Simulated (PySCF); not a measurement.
Compound: LaF₃.
Bonds: La1–F2, La1–F3, La1–F4.

Method: PBE0-D3(BJ)/def2-SVP geometry optimisation, gas phase, def2 core potentials past Kr in PySCF 2.14.0; density fitting, grid level 1; the optimiser is geomeTRIC in internal coordinates, started from a GFN2-xTB structure with every atom displaced at random (about 0.03 Å).

The end geometry, which sets the zero of energy:
```
atom  x, y, z in Å
La1     0.0194   -0.0334    0.3145
F2      2.1237    0.0644   -0.0710
F3     -1.0781    1.7476   -0.1272
F4     -0.9818   -1.8691   -0.1468
```

Question: These geometries come from the run, each turned onto the end geometry. Order them by energy, lowest first.
A.
```
atom  x, y, z in Å
La1     0.0625   -0.0767    0.0373
F2      1.9538    0.0095    0.0233
F3     -1.0666    1.6875   -0.0439
F4     -0.8664   -1.7108   -0.0471
```
B.
```
atom  x, y, z in Å
La1     0.0044   -0.0461    0.2201
F2      2.1245    0.0902   -0.0416
F3     -1.0531    1.7778   -0.0959
F4     -0.9925   -1.9123   -0.1130
```
C.
```
atom  x, y, z in Å
La1     0.0467   -0.0422    0.0447
F2      2.0813    0.0238    0.0215
F3     -1.1065    1.7443   -0.0417
F4     -0.9383   -1.8164   -0.0550
```
D.
```
atom  x, y, z in Å
La1     0.0264   -0.0438    0.1011
F2      2.1259    0.0497    0.0009
F3     -1.0993    1.7846   -0.0587
F4     -0.9697   -1.8809   -0.0737
```

Answer: B (0.003 eV), D (0.074 eV), C (0.359 eV), A (2.107 eV).

In the order of the answer:

```
step  E above end (eV)  largest force (eV/Å)  rms force component (eV/Å)  rms distance from end (Å)  rms bond change (Å)  bond most changed (Å)
   3             0.003                  0.21                       0.085                      0.064                0.004          La1–F3 -0.006
   2             0.074                  1.16                       0.529                      0.126                0.035          La1–F4 -0.044
   1             0.359                  2.98                       1.398                      0.163                0.088          La1–F4 -0.110
   0             2.107                  9.61                       4.443                      0.212                0.209          La1–F4 -0.260
```

The cost below is that of the whole optimisation. The run took 59 s on an Arm Neoverse V2 with one thread, shared host with 32 logical CPUs at a one-minute load of 14, and the process peaked at 0.29 GiB of memory.
